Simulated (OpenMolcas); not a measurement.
W4+: moving the ligands

W4+ with its 6 nearest fluoride ions at 1.912 Å, on the Ge site of Cs2GeF6 (a = 9.021 Å, distance in the model lattice 1.804 Å). The rest of the host is ab initio model potentials to 7.6 Å and point charges beyond; the distance is set by hand and nothing relaxes. Ligand basis ANO-RCC-VDZP.
```
W     0.0000    0.0000    0.0000
F     1.9120    0.0000    0.0000
F     0.0000    1.9120    0.0000
F    -1.9120    0.0000    0.0000
F     0.0000   -1.9120    0.0000
F     0.0000    0.0000    1.9120
F     0.0000    0.0000   -1.9120
```

- Program: OpenMolcas
- Method: SS-CASPT2, IPEA 0.25 Eh, imaginary shift 0.1 Eh (the lowest 17 gerade and 15 ungerade orbitals frozen, chosen by energy and not by shell, so the metal 5p can be frozen and 4f correlated)
- Basis: ANO-RCC-VTZP [8s7p5d3f2g1h]
- Scalar Hamiltonian: DKH2, point nucleus
- Active space: 2 electrons in 5 orbitals (5d)
- State averaging: 2S+1 = 3 even, 10 roots; 2S+1 = 1 even, 15 roots
- Spin-orbit coupling: state interaction with AMFI integrals over the reference wave functions

Runs around this geometry, states (labels of O, the rotations of Oh). Energies in cm-1 above the lowest state or level, χT in cm3 K/mol; under a threefold ground state the first gap can be a small split of the lowest multiplet, not the spin-orbit step; 10Dq and B are least-squares fits to the states below 45000 cm-1, weighted by degeneracy, with a free offset, and given where the rms deviation is under 5 % of |10Dq| (or 100 cm-1) and under 700 cm-1.

| R (Å) | Ground state | First state of that spin | 10Dq | B (rms of fit) | First gap with spin-orbit (degeneracies) | χT at 300 K | First state of another spin |
| --- | --- | --- | --- | --- | --- | --- | --- |
| 1.804 | 3T1 | 3T2 50330 |  |  | 170 (2, 3) | 0.179 | 1E 7160 |
| 1.912 | 3T1 | 3T2 39880 |  |  | 210 (2, 3) | 0.151 | 1T2 7470 |
| 1.97 | 3T1 | 3T2 35270 | 36239 | 549 (193) | 240 (2, 3) | 0.136 | 1T2 7530 |

Taking the first state of the same spin as R^-n, n = -ln(35270 / 50330) / ln(1.97 / 1.804) = 4.0 between the shortest and longest distance.

Roots that are degenerate in the reference are averaged as groups; the widest CASPT2 spread within a group is 160 cm-1 (the 3-fold group of multiplicity 3 near 0 cm-1 above the lowest state of its run, R = 1.804). Shifts and gaps below about the spread of the groups concerned are not significant. Over all roots computed the reference weight is 0.71 to 0.73 in R = 1.804, 0.71 to 0.72 in R = 1.912, 0.71 to 0.72 in R = 1.97; a low but even weight reflects the number of correlated electrons. An orbital triplet at a regular site is open to Jahn-Teller coupling, which can distort the site and quench the lowest spin-orbit gaps and is left out. Ligand-to-metal charge-transfer states are missing. With no ligand orbital active B as a rule stays too high, so bands that hang on it stand too high and its fall with covalency is understated. With one d shell and no ligand orbital active, 10Dq can be off by a tenth or more. The least metal-like active orbital is 72 % on the metal (Löwdin) and no ligand orbital is active, so the numbers are rough (holds for R = 1.804). The least metal-like active orbital is 75 % on the metal (Löwdin) and no ligand orbital is active, so the numbers are rough (holds for R = 1.912). The least metal-like active orbital is 77 % on the metal (Löwdin) and no ligand orbital is active, so the numbers are rough (holds for R = 1.97). No measured value stands beside these numbers; the geometry was set by hand and not optimised.
